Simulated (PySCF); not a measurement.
## RbF⁺: from constants to spectrum

UHF-CCSD(T) constants of RbF⁺, ²Π (doublet), unpaired electrons π ↑ (PySCF, scalar-relativistic core potentials, basis sets Rb def2-SVP with ECP28, F def2-SVP; masses 84.9118 and 18.9984 u):

- ωe: 110.6 cm⁻¹
- ωexe: 2.78 cm⁻¹
- Be: 0.11827 cm⁻¹
- αe: 0.00285 cm⁻¹
- D (centrifugal): 5.41e-07 cm⁻¹
- De to Rb⁺ + F: 0.155 eV

Problem. Give the vibrational terms G(v) and spacings up to v = 4.

Solution. G(v) = ωe(v+½) − ωexe(v+½)².

```csv
v,G(v) (cm⁻¹),G(v) − G(v−1),Bv (cm⁻¹)
0,54.6,,0.1168
1,159.6,105.0,0.1140
2,259.1,99.5,0.1111
3,353.0,93.9,0.1083
4,441.4,88.4,0.1054
```

Problem. How well does the Morse estimate ωe²/(4ωexe) reproduce De, and what is D0?

Solution. It gives 0.136 eV, 88 % of the computed De. D0 = De − G(0) = 0.155 − 0.007 = 0.148 eV.

Correlated steps freeze 1 core orbital. The bond is weak. Basis-set superposition, not corrected here, can be much of De in a small basis, most of all at correlated wavefunction levels. Spin–orbit coupling is left out. For an ion De counts to the pair picked by the measured ionisation energies or electron affinities, which need not be the lowest pair at this level. The state is the lowest determinant that a PBE0 search found; another state may lie lower at other levels.
